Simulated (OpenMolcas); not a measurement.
## Pt6+: effect of the basis set

| Property | Result |
| --- | --- |
| Program | OpenMolcas |
| Method | MS-CASPT2, IPEA 0.25 Eh, imaginary shift 0.1 Eh (closed shells correlated: 5s 5p) |
| Active space | 4 electrons in 10 orbitals (5d 6d) |
| State averaging | 2S+1 = 5 even, 5 roots; 2S+1 = 3 even, 45 roots; 2S+1 = 1 even, 50 roots |
| Spin-orbit coupling | RASSI with atomic mean-field integrals over the reference wave functions, term energies averaged over their components |

A. ANO-R2 [8s6p5d3f1g], X2C, finite nucleus; CASPT2 step of the order of 10 core-minutes
B. ANO-RCC-VTZP [8s7p5d3f1g], DKH2, point nucleus; CASPT2 step about 18 core-minutes
C. ANO-RCC-VQZP [9s8p6d4f2g1h], DKH2, point nucleus; CASPT2 step about 19 core-minutes

Energies in cm-1 above 5d4 5D1.

| Level | A | B | C |
| --- | --- | --- | --- |
| 5d4 5D1 | 0.0 | 0.0 | 0.0 |
| 5d4 5D2 | 5850 | 6000 | 5770 |
| 5d4 5D3 | 9950 | 10140 | 9810 |
| 5d4 3H4 [52 %] | 21440 | 21570 | 21110 |
| 5d4 3G3 [62 %] | 25810 | 25860 | 25520 |
| 5d4 3F2(1) [58 %] | 26550 | 26570 | 26310 |
| 5d4 3P1(1) [70 %] | 28230 | 28390 | 27940 |
| 5d4 3H5 [74 %] | 28390 | 28560 | 27990 |
| 5d4 3H6 [69 %] | 31540 | 31740 | 31070 |
| 5d4 3G4 [64 %] | 34680 | 34870 | 34280 |
| 5d4 3G5 [74 %] | 45610 | 46060 | 45030 |
| 5d4 3D1 | 46630 | 46970 | 46220 |
| 5d4 1I6 [69 %] | 48170 | 48600 | 47510 |
| 5d4 1S0(1) [69 %] | 54290 | 54590 | 53830 |
| 5d4 1F3 [56 %] | 57020 | 57350 | 56520 |
| 5d4 3F3(2) | 68830 | 69140 | 68360 |
| 5d4 3P1(2) | 69100 | 69370 | 68720 |
| 5d4 3P0(2) | 73070 | 73310 | 72670 |
| 5d4 1G4(2) [68 %] | 73740 | 74000 | 73260 |
| 5d4 1D2(2) | 89870 | 90010 | 89450 |
| 5d4 1S0(2) | 113800 | 113840 | 113370 |

A puts 5d4 5D0 [56 %] lowest. B puts 5d4 5D0 [55 %] lowest. C puts 5d4 5D0 [56 %] lowest.

Among A to C the level of the table that moves most is 5d4 1I6 [69 %], by 1100 cm-1 (lowest in C, highest in B). Moves below CASPT2's spread within the term are not significant.

Term energies are means over components that CASPT2 splits; among the terms shown or strongly mixed into the levels shown the widest spread is 1000 cm-1 (5d4 1I, B). Active for correlation alone: 6d; no level in the range computed is led by a configuration that fills it, so any true level of that kind is missing. The CASPT2 spread within a term exceeds the gap to the next term for 5d4 3D and 5d4 1I, so the order of their levels is uncertain. Levels of configurations outside the active space are missing. The table leaves out levels that lie high or whose names do not pair safely across all columns.

A share in square brackets marks a mixed level and gives the weight of the term that names it, the lowest over the columns. A number in round brackets counts repeated terms of one configuration in the order of the reference energies.
